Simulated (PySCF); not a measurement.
# Ta+ (tantalum, charge +1) across methods

[Xe] 4f14 5d3 6s1, high-spin 5F determinant. Computed with PySCF 2.14 in def2-TZVPPD with the def2 core potential (60 electrons) (6s5p3d2f1g, 59 functions), with a scalar-relativistic core potential.

| method | E (hartree) | mean ε 5p β (eV) | mean ε 5d α (eV) | mean ε 6s α (eV) | Σ⟨r²⟩ (bohr²) | ⟨S²⟩ |
| --- | --- | --- | --- | --- | --- | --- |
| PBE0 | -56.5645 | -46.049 | -12.813 | -12.813 | 40.86 | 6.002 |
| r2SCANh | -56.5930 | -45.404 | -12.369 | -12.614 | 40.75 | 6.002 |
| r2SCAN | -56.6096 | -44.663 | -11.903 | -12.356 | 40.78 | 6.002 |
| TPSSh | -56.5637 | -44.966 | -12.046 | -12.290 | 40.95 | 6.001 |
| LDA | -56.4176 | -43.903 | -11.517 | -12.390 | 41.22 | 6.000 |
| TPSS | -56.5733 | -44.147 | -11.546 | -12.019 | 41.03 | 6.001 |
| UHF | -56.08225 | -51.341 | -16.077 | -14.390 | 41.21 | 6.006 |
| BLYP | -56.5516 | -43.889 | -11.254 | -11.920 | 41.13 | 6.000 |
| PBE | -56.5924 | -43.930 | -11.546 | -12.141 | 41.03 | 6.001 |

Energies and moments cover only the electrons outside the core potential. Spin-orbit coupling, absent here, splits the open shell strongly.
